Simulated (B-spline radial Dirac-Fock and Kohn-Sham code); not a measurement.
**Elastic and transport cross sections of magnesium for positrons**

These are calculated numbers from a B-spline atomic structure program; the model is relativistic (Dirac) partial waves in the static field of the Dirac-Fock atom, without polarisation or absorption potentials. Below a few hundred eV the neglected polarisation potential matters, most of all at small angles. σ_tr1 and σ_tr2 weight the cross section with 1 − P₁ and 1 − P₂ of cos θ; "backward" is the share scattered beyond 90°.

| energy (eV) | σ (a₀²) | σ_tr1 (a₀²) | σ_tr2 (a₀²) | σ/σ_tr1 | backward (%) |
| --- | --- | --- | --- | --- | --- |
| 110 | 12.5 | 1.86 | 3.53 | 6.71 | 3.4 |
| 114 | 12.3 | 1.80 | 3.42 | 6.80 | 3.4 |
| 128 | 11.5 | 1.62 | 3.07 | 7.11 | 3.2 |
| 138 | 11.0 | 1.51 | 2.86 | 7.31 | 3.1 |
| 214 | 8.54 | 1.00 | 1.90 | 8.53 | 2.7 |
| 647 | 4.25 | 0.330 | 0.659 | 12.9 | 1.6 |
| 1570 | 2.30 | 0.114 | 0.244 | 20.2 | 0.79 |
| 1630 | 2.24 | 0.108 | 0.233 | 20.7 | 0.77 |
| 2820 | 1.48 | 0.0505 | 0.113 | 29.3 | 0.47 |
| 2840 | 1.47 | 0.0500 | 0.112 | 29.4 | 0.46 |
| 5160 | 0.906 | 0.0203 | 0.0473 | 44.6 | 0.27 |
| 5900 | 0.810 | 0.0164 | 0.0386 | 49.2 | 0.23 |
| 17000 | ? | ? | ? | ? | ? |
| 31200 | 0.187 | 0.00100 | 0.00253 | 187 | 0.043 |
| 45900 | 0.134 | 0.000511 | 0.00131 | 262 | 0.028 |
| 138000 | 0.0567 | 7.64e-05 | 0.000203 | 743 | 0.0070 |

Task: Fill in the row for 17 keV.

Result: σ = 0.321 a₀², σ_tr1 = 0.00286 a₀², σ_tr2 = 0.00704 a₀², σ/σ_tr1 = 112, backward 0.082 %. The ratio σ/σ_tr1 is roughly the number of elastic collisions that randomise the direction.
